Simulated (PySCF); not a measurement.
Delta-SCF ions had no search for a lower state. Excitations are Tamm–Dancoff values on a coarser integration grid. The basis has no diffuse functions, so Rydberg states are missing or too high.

Z-matrix (Å, degrees):
```
C
C 1 1.3315
F 2 1.3468 1 121.82
H 2 1.0836 1 126.07 3 179.97
H 1 1.0855 2 118.93 4 -179.97
C 1 1.4481 5 118.88 2 179.95
C 6 1.3373 1 124.28 5 -0.07
H 7 1.0825 6 121.43 1 -179.94
H 7 1.0847 8 117.04 6 -179.98
H 6 1.0874 7 119.19 8 0.00
```
Charge 0, multiplicity 1.

Q: Estimate the dipole moment, brightest of the four lowest singlets (TDA), S1–T1 gap (TDA), S1 excitation (TDA), S1 oscillator strength, vertical ionisation energy (Delta-SCF), HOMO and HOMO–LUMO gap that PBE-D3(BJ)/def2-TZVP // TPSSh-D3(BJ)/def2-TZVP run with PySCF returns for this input.

A: 
| Quantity | Value |
|---|---|
| dipole moment | 0.218 e·Å |
| brightest of the four lowest singlets (TDA) | 6.16 eV |
| S1–T1 gap (TDA) | 2.96 eV |
| S1 excitation (TDA) | 6.16 eV |
| S1 oscillator strength | 0.665 |
| vertical ionisation energy (Delta-SCF) | 8.77 eV |
| HOMO | -5.71 eV |
| HOMO–LUMO gap | 3.95 eV |
